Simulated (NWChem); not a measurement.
Correlation energy of F$_{2}$Mg

```
Mg
F 1 1.7682
F 1 1.7682 2 180.00
```
Charge 0, spin multiplicity 1.

Program: NWChem. All single points use one geometry, from PBE/def2-SVP, a minimum by its harmonic frequencies.

Basis set: 3-21G. Each correlation energy counts from its own Hartree-Fock reference.

The correlated methods keep 7 core orbitals frozen. The structure started from a generated list of species. Coupled-cluster values serve here as a point of comparison, not as the truth.

**Question.** For the correlation energy, MP2 gives -255.2 mHa and SCS-MP2 gives -246.2 mHa. What do CCSD, CCSD+T(CCSD), CCSD(T) give?

**Answer.** CCSD: -254.4 mHa; CCSD+T(CCSD): -259.4 mHa; CCSD(T): -258.1 mHa.
